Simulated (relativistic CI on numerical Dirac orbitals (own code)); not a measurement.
**Radial parameters of Sm²⁹⁺**

Calculated at this level of theory: Dirac-Coulomb-Breit CI, KLI orbitals optimised for each configuration, QED by a radiative potential, unscaled Slater integrals (own radial code, finite nucleus).

Slater integrals F^k, G^k are unscaled and averaged over j, outside the closed core [Ar] 3d10; ζ comes from projecting the Hamiltonian with its Breit term on Σ l·s of the shell.

- 4s²4p³: F^2(4p,4p) = 192770, ζ(4p) = 195890 cm⁻¹; <r>(4p) = 0.533, <r^2>(4p) = 0.3209 (bohr units).
- 4s4p⁴: F^2(4p,4p) = 192720, G^1(4s,4p) = 252340, ζ(4p) = 195720 cm⁻¹; <r>(4s) = 0.5202, <r^2>(4s) = 0.3039, <r>(4p) = 0.5331, <r^2>(4p) = 0.3211 (bohr units).
- 4s²4p²4d: F^2(4p,4p) = 192710, ζ(4p) = 196260, F^2(4p,4d) = 188770, G^1(4p,4d) = 235200, G^3(4p,4d) = 150660, ζ(4d) = 23986 cm⁻¹; <r>(4p) = 0.5331, <r^2>(4p) = 0.3211, <r>(4d) = 0.5372, <r^2>(4d) = 0.3295 (bohr units).

Averages of the first 10 configurations, taken without configuration mixing, which lowers the lowest level and can move excited configurations by several eV; other configurations of the list can lie among them:

| Configuration | Parity | States | Average energy above the lowest level (eV) |
| --- | --- | --- | --- |
| 4s²4p³ | odd | 20 | 39.9 |
| 4s4p⁴ | even | 30 | 138.7 |
| 4s²4p²4d | even | 150 | 173.1 |
| 4p⁵ | odd | 6 | 246.0 |
| 4s4p³4d | odd | 400 | 268.1 |
| 4s²4p²4f | odd | 210 | 306.9 |
| 4s4p³4f | even | 560 | 402.2 |
| 4p⁴4d | even | 150 | 371.7 |
| 4s4p²4d² | even | 1350 | 400.0 |
| 4s²4p4d4f | even | 840 | 440.6 |
